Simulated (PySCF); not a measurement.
This PySCF input asks for the NMR shieldings of SMILES C[Si@@H](P)[C@@H]([SiH3])[SiH2]F, C₂H₁₂FPSi₃; the geometry comes from GFN2-xTB.

```python
import basis_set_exchange as bse
import numpy as np
from pyscf import gto, dft
from pyscf.prop import nmr

atoms = """
C     1.396828   -1.171497   -1.163920
Si    1.072625   -0.089489    0.362307
P     2.215070    1.837006    0.096655
C    -0.775552    0.378218    0.526904
Si   -1.481727    1.152809   -1.072466
Si   -1.823318   -1.072916    1.136074
F    -1.652236   -2.266874    0.065458
H     1.266359   -0.595590   -2.075971
H     2.407768   -1.568429   -1.165604
H     0.708773   -2.009158   -1.195180
H     1.511262   -0.809027    1.579812
H     3.457539    1.255532    0.263862
H     2.145923    2.192927    1.432036
H    -0.833855    1.157006    1.292225
H    -1.573180    0.140700   -2.125581
H    -0.626616    2.258994   -1.508335
H    -2.826244    1.665264   -0.779838
H    -1.346649   -1.651431    2.385360
H    -3.252575   -0.794796    1.151039
"""
names = dict.fromkeys(["C", "Si", "P", "F", "H"], "pcSseg-1")
basis = {el: gto.basis.parse(bse.get_basis(n, elements=[el], fmt="nwchem")) for el, n in names.items()}
mol = gto.M(atom=atoms, basis=basis, charge=0, verbose=0)
mf = dft.RKS(mol, xc="PBE0")
mf.grids.level = 2
mf.grids.alignment = dft.numint.BLKSIZE   # the property module wants whole blocks of grid points
mf.conv_tol = 1e-9
mf.kernel()

calc = nmr.RKS(mf)   # GIAO
C = mf.mo_coeff
Co = C[:, mf.mo_occ > 0]
resp = mf.gen_response(singlet=True, hermi=2)
def vind(x):   # induced exchange potential for any number of trial vectors
    d = np.einsum("pi,xij,qj->xpq", C, 2 * x.reshape(-1, C.shape[1], Co.shape[1]), Co, optimize=True)
    return np.einsum("xpq,pi,qj->xij", resp(d - d.transpose(0, 2, 1)), C, Co, optimize=True).ravel()
mo1, _ = nmr.rhf.solve_mo1(calc, with_cphf=vind)
sigma = calc.kernel(mo1)
for i, s in enumerate(sigma):   # ppm
    print("%2d %-2s %9.2f" % (i, mol.atom_pure_symbol(i), np.trace(s) / 3))
```

Question: Give the expected output.

Answer: 
```
 0 C     189.00
 1 Si    364.63
 2 P     611.49
 3 C     191.56
 4 Si    426.54
 5 Si    339.01
 6 F     395.24
 7 H      31.41
 8 H      31.49
 9 H      30.95
10 H      26.28
11 H      30.71
12 H      30.72
13 H      32.94
14 H      27.58
15 H      27.21
16 H      27.60
17 H      26.35
18 H      26.35
```

These numbers come from an equivalent density-fitted implementation of the same equations, which agrees with the script to about 0.01 ppm for H and up to a few tenths of a ppm for heavy atoms, so last digits may differ.

Question: Turn these shieldings into chemical shifts. δ = σ(ref) − σ, references computed at the same level: ¹³C (σ = 186.93 ppm) and ²⁹Si (σ = 349.16 ppm) and ¹H (σ = 31.72 ppm) against TMS; H3PO4 for ³¹P (σ = 318.38 ppm); CFCl3 for ¹⁹F (σ = 170.95 ppm).

Answer: Averaging equivalent atoms: C 0: -2.1; C 3: -4.6; Si 5: 10.2; Si 1: -15.5; Si 4: -77.4; P 2: -293.1; F 6: -224.3; H 10: 5.44; H 17: 5.37; H 18: 5.37; H 14/15/16: 4.25; H 11/12: 1.00; H 7/8/9: 0.43; H 13: -1.22 ppm. Unscaled 19F shifts against computed CFCl3 carry errors that often reach 10 to 50 ppm. Experimental scales use liquid or dissolved standards, which lie at an offset from isolated H3PO4.

Size and cost of the density-fitted run: 207 basis functions, 72 s wall time on 1 thread of an Arm Neoverse N1, shared host; peak memory 0.93 GiB.
